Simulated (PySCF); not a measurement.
## Electron correlation in Sn⁺ (tin, charge +1)

[Kr] 4d10 5s2 6s1, 2S determinant (an excited configuration). Computed with PySCF 2.14 in aug-cc-pwCVTZ-DK3, with scalar relativity by spin-free X2C-1e. Frozen: [Kr] 4d10; 3 electrons correlated.

```tsv
level	correlation energy (mhartree)
CCSD	-43.53
(T)	-0.91
CCSD(T)	-44.44
```

Diagnostics: T1 = 0.015, D1 = 0.0373, largest double amplitude 0.092.

The outer electron is Rydberg-like, and this basis confines it to a smaller radius and binds it less than a complete one would.

Cost of the coupled-cluster step: of the order of 12 core-seconds, for 3 correlated electrons.
